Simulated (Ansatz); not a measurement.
Ideal-gas functions of CH3FSZn, SMILES `C[S][Zn][F]` at 298.15 K and 1 bar, from an Ansatz frequency run at PBE0-D4/def2-TZVP.

Molar mass 131.49 g/mol, point group Cs (symmetry number 1), electronic degeneracy 1, moments of inertia 34.319, 278.318, 309.425 u Å². Harmonic wavenumbers (cm⁻¹, unscaled): 95, 110, 144, 196, 394, 677, 717, 965, 982, 1351, 1473, 1477, 3071, 3159, 3165.

Use S(trans) = R[1.5 ln M + 2.5 ln T − 1.1517]; rotational temperatures θ = 24.2544 K / I; S(rot) = R[ln(√π/σ · √(T³/θAθBθC)) + 1.5]; for each mode x = 1.438777 ν̃/T, S = R[x/(eˣ − 1) − ln(1 − e⁻ˣ)] and H = RT x/(eˣ − 1); 1 cm⁻¹ = 0.0119627 kJ/mol; R = 8.31446 J/(mol·K).

Question: By hand: the entropy, in J/(mol·K).

Answer: Translation 169.7. Rotation: θ = 0.7067, 0.0871, 0.0784 K, giving 110.5. Vibration, mode by mode: 14.87, 13.68, 11.51, 9.08, 4.12, 1.40, 1.20, 0.45, 0.42, 0.09, 0.06, 0.05, 0.00, 0.00, 0.00, in all 56.9. Electronic 0.0. Sum 337.1 J/(mol·K).

Question: By hand: H − E and G − E in kJ/mol, counted from the electronic energy.

Answer: Zero-point energy ½ × 17976 × 0.0119627 = 107.5; thermal vibration 8.7; translation, rotation and pV give 4 RT = 9.9. H − E = 126.1 kJ/mol, and G − E = 126.1 − 298.15 × 337.1/1000 = 25.6 kJ/mol.

Vibration gives 17 % of the entropy, 40.1 J/(mol·K) of it from the modes under 150 cm⁻¹: soft modes count most, and the harmonic formula is weakest for them. The sum counts one conformer and one mirror image; others add a mixing term.
